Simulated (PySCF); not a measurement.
C3H7, charge -1, singlet, geometry from GFN2-xTB (in this run its highest filled SCF level lies above zero, so its values depend strongly on the basis, on diffuse functions most of all). Base run: DF-B3LYP/STO-3G (PySCF).

Here is a job for PySCF.
```python
from pyscf import gto, scf, dft

mol = gto.Mole()
mol.atom = '''
    C     0.001860    0.104490    0.566404
    C    -0.001727    1.417715   -0.192030
    C     0.000064   -1.228257   -0.251914
    H    -0.880850    0.061189    1.229917
    H     0.889157    0.062525    1.223858
    H     0.002932   -2.122887    0.388569
    H     0.885480    1.388919   -0.898346
    H    -0.893705    1.387576   -0.892255
    H    -0.884828   -1.271172   -0.890228
    H     0.880630   -1.269840   -0.896272
'''
mol.basis = 'sto-3g'
mol.charge = -1
mol.spin = 0
mol.verbose = 4
mol.build()

mf = dft.RKS(mol)
mf.xc = 'b3lyp'
mf = mf.density_fit(auxbasis='def2-universal-jkfit')
mf.kernel()
mf.analyze()
```

Variants of this job, named by their change:

| change | basis functions | E (Eh) | HOMO (eV) | HOMO-LUMO gap (eV) | core-seconds (rough) |
|---|---|---|---|---|---|
| base | 22 | -116.86974 | 8.26 | 8.99 | 2 |
| basis = LANL2DZ | 41 | -118.41874 | 2.94 | 5.52 | 4 |
| basis = pcseg-0 | 41 | -118.13768 | 3.05 | 3.77 | 4 |
| basis = 6-31G* | 56 | -118.42703 | 3.21 | 4.59 | 5 |
| basis = 6-31+G* | 68 | -118.46729 | 1.48 | 2.43 | 6 |
| basis = 6-31G** | 77 | -118.43762 | 3.18 | 4.62 | 6 |
| basis = def2-SVP | 77 | -118.35719 | 2.68 | 3.68 | 5 |
| basis = 6-311++G** | 115 | -118.50465 | 1.25 | 1.64 | 9 |
| basis = aug-cc-pVDZ | 132 | -118.48067 | 1.17 | 1.52 | 10 |
| basis = aug-pcseg-1 | 132 | -118.45437 | 1.12 | 1.38 | 10 |
| basis = def2-TZVP | 135 | -118.50678 | 1.96 | 3.44 | 10 |
| basis = cc-pVTZ | 188 | -118.50290 | 2.09 | 3.40 | 10 |
| basis = pc-2 | 188 | -118.51615 | 1.74 | 2.98 | 20 |

Totals compare only among sets that treat the same electrons; sets with core potentials leave the core out.
